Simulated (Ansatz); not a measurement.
Ansatz (an electronic-structure program) input for 3-bromo-1-chloro-1-fluoropropa-1,2-diene (C3HBrClF), SMILES FC(Cl)=C=CBr, PBE/def2-SVPD. Geometry: r2SCAN-D4/def2-SVP.

Ansatz 0.2 input:
```yaml
crystal:
  periodic: [false, false, false]
  atoms:
    - {symbol: F, position_ang: [-2.37003568, -1.42509706, 0.45181373]}
    - {symbol: C, position_ang: [-1.70045460, -0.51291418, -0.24191405]}
    - {symbol: Cl, position_ang: [-2.73526881, 0.70887290, -0.88365967]}
    - {symbol: C, position_ang: [-0.40302077, -0.54712813, -0.43063258]}
    - {symbol: C, position_ang: [0.88938094, -0.54278604, -0.60798023]}
    - {symbol: Br, position_ang: [2.10599192, 0.32641255, 0.57372056]}
    - {symbol: H, position_ang: [1.40474011, -1.03243466, -1.44116735]}
basis:
  gaussian:
    orbitals: def2-SVPD
hamiltonian:
  xc: {name: PBE}
```

It prints:

```
WARN ansatz: RAYON_NUM_THREADS=1 ignored (pool sized by the plan → 1); use --threads N
Functional definition: PBE
integrals: 0.11 GiB planned
1471 factors; their error is unknown
mean field: 0.63 GiB planned
mean field evaluation 1: about -88364.5100 eV, gradient 5.8e1 eV
mean field evaluation 2: about -88337.9725 eV, gradient 1.1e2 eV
mean field evaluation 4: about -88371.8558 eV, gradient 2.0e1 eV
mean field evaluation 8: about -88372.8959 eV, gradient 1.6e-1 eV
mean field evaluation 16: about -88372.8231 eV, gradient 2.3e-4 eV
mean field -88372.82307864 eV, -3247.6413468891 hartree, gradient 4.3e-5 eV, S^2 0.000000; 0 other end points of the search recorded, 0 dependent functions left out
reference -88372.82313748 eV, -3247.6413490514 hartree; 40, 40 occupied and 119, 119 virtual orbitals, 1471 factors
Total energy: -88372.82313748 eV, -3247.6413490514 hartree
```

The run converged.
